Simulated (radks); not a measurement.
Numerical settings for the terbium ion Tb+, [Xe] 4f9 6s1. Method: Dirac Kohn-Sham, PBE, spin-unpolarised, spherical densities, point nucleus; open shells fill j = l - 1/2 first; computed with a radial shooting solver on a logarithmic mesh with Libxc functionals. The defaults (mesh step 0.008 in ln r, mesh end at 40 bohr or more with all orbitals vanishing there, Anderson mixing 0.5 over 9 steps, residual threshold near 1e-9 with the energy settled to 1e-9 hartree or 1e-11 of itself, here a cap of 98 iterations) give E = -11718.7060 hartree and 6s1/2 at -8.733 eV in 17 iterations. Times are rough (one thread of a shared host). Changes against that run (0 stands for a change within the tolerance of the run):

setting                    iterations  converged  E (mhartree)  e(6s1/2) (meV)  CPU (s)
mesh step in ln r 0.12              4         no      diverged               -     0.01
mesh step in ln r 0.003            17        yes             0               0     0.53
mesh step in ln r 0.08              2         no      diverged               -     0.02
mesh end (bohr) 5                  16        yes          +121       +3.97e+03     0.19
mesh end (bohr) 8                  17        yes         +4.08            +204      0.2
residual threshold 1e-16           98         no             0               0     0.57
residual threshold 1e-05           12        yes             0        -0.00882     0.18
mixing 0.2                         17        yes             0               0     0.22
linear mixing, mixing 0.2          88        yes             0               0     0.74
linear mixing, mixing 0.5          98         no             0               0     0.89
mixing history 2                   34        yes             0               0     0.34
iteration cap 5                     5         no         +12.7            +176     0.08

Settings that end as converged yet miss the energy by more than 1 mhartree: mesh end (bohr) 5 (+0.121 hartree); mesh end (bohr) 8 (+0.00408 hartree). A mesh that ends early acts as a hard wall.
